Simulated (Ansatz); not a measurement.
Molecule: CH₇OSi₂ (charge -1, singlet). It need not be the lowest isomer of its formula. Whether it binds its extra electron was not tested at this geometry. 
Geometry from a B3LYP-D3(BJ)/def2-TZVP (Ansatz, an electronic-structure program) optimisation:
```xyz
11

C      2.3180    -0.3005     0.5449
Si     0.9374    -0.2018    -0.8349
O     -0.3434     0.5090     0.1982
Si    -1.8727     0.0490     0.3289
H      2.3568     0.6096     1.1551
H      2.1460    -1.1508     1.2138
H      3.3023    -0.4445     0.0811
H      1.4440     1.1371    -1.4273
H     -2.0681    -1.3717     0.7547
H     -2.6874     0.2097    -0.9159
H     -2.5601     0.8809     1.3669
```
Charge -1, spin multiplicity 1.

Basis-set convergence of Hartree-Fock and MP2 correlation energies (hartree) with Ansatz. Correlated levels leave the core frozen unless marked. Spin-orbit coupling is left out. Non-relativistic.

```csv
basis,functions,E(HF),"E(corr, MP2)"
aug-cc-pV(D+d)Z,173,-694.74889,-0.58139
aug-cc-pV(T+d)Z,363,-694.81173,-0.69821
aug-cc-pV(Q+d)Z,660,-694.82604,-0.73998
```

Extrapolating the two largest sets (X = 3 and 4) as X^-3: E(corr) = (64·(-0.73998) - 27·(-0.69821))/37 = -0.7705 Eh, an estimate of the basis-set limit. The largest set recovers 96.0 % of it, the smallest 75.5 %.
